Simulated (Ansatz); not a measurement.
A nudged elastic band was laid between two geometries of C2H5NSi (9 atoms, charge 0, multiplicity 1).

All numbers below come from RKS PBE0-D4/6-31G* in Ansatz 0.2.0.

* movable images: 9
* climbing image: yes
* spring: 5.0 eV/Å²
* optimiser: quadratic models (default)
* start path: through a guess of the saddle point
* force threshold: 0.05 eV/Å
* iteration limit: 60
* end points: relaxed

First end point:

```xyz
9
Properties=species:S:1:pos:R:3
C 0.241 1.939 -0.974
C 0.188 0.673 -0.624
Si -0.127 -0.925 -0.200
N -0.378 -1.515 1.391
H 1.192 2.460 -1.119
H -0.650 2.548 -1.149
H -0.060 -2.024 -1.182
H 0.165 -2.301 1.723
H -0.571 -0.857 2.133
```

Last end point:

```xyz
9
Properties=species:S:1:pos:R:3
C 0.281 1.935 -0.975
C 0.009 0.697 -0.625
Si -0.097 -0.927 -0.198
N -0.059 -1.555 1.398
H 1.300 2.305 -1.114
H -0.507 2.673 -1.153
H -0.397 -1.979 -1.187
H 0.256 -0.961 2.152
H -0.786 -2.188 1.703
```

Question: Which bonds break or form, and what moves?

Answer: No bond is made or broken. The dihedral H7–Si3–N4–H9 goes from -171 to -45°. The two ends are copies of one structure, up to a mirror image or an exchange of like atoms.

Question: Give the energies along the band, and the barrier.

Answer: The run converged. The highest image is number 5 of 0 to 10, 1.0 kcal/mol above the ends, which have the same energy within 2 meV. A vibrational analysis at the climbing image gives one clearly imaginary mode, 169i cm⁻¹: a first-order saddle point.

| image | path coordinate (Å) | energy (kcal/mol) | dihedral H7–Si3–N4–H9 (°) |
| --- | --- | --- | --- |
| 0 | 0.00 | 0.0 | -171 |
| 1 | 0.26 | 0.1 | -160 |
| 2 | 0.53 | 0.4 | -148 |
| 3 | 0.79 | 0.7 | -135 |
| 4 | 1.05 | 0.9 | -121 |
| 5 | 1.31 | 1.0 | -107 |
| 6 | 1.54 | 0.8 | -94 |
| 7 | 1.78 | 0.6 | -82 |
| 8 | 2.01 | 0.3 | -69 |
| 9 | 2.24 | 0.1 | -57 |
| 10 | 2.47 | 0.0 | -45 |

Question: What is the geometry of the highest image?

Answer: 
```xyz
9
Properties=species:S:1:pos:R:3
C 0.324 1.915 -0.929
C 0.082 0.667 -0.602
Si -0.238 -0.946 -0.220
N -0.200 -1.631 1.362
H 1.330 2.270 -1.168
H -0.465 2.668 -0.982
H -0.561 -1.885 -1.311
H 0.683 -1.649 1.853
H -0.955 -1.409 1.997
```

Question: What are the harmonic wavenumbers there?

Answer: 169i, 159, 199, 336, 398, 418, 586, 738, 855, 866, 924, 958, 1027, 1457, 1628, 1842, 2335, 3119, 3182, 3602, 3699 cm⁻¹.

The band took 39 iterations and roughly 16 core-minutes.

The run took 16 min on 1 thread of Arm Neoverse V1 (shared host), peak memory 0.14 GiB.
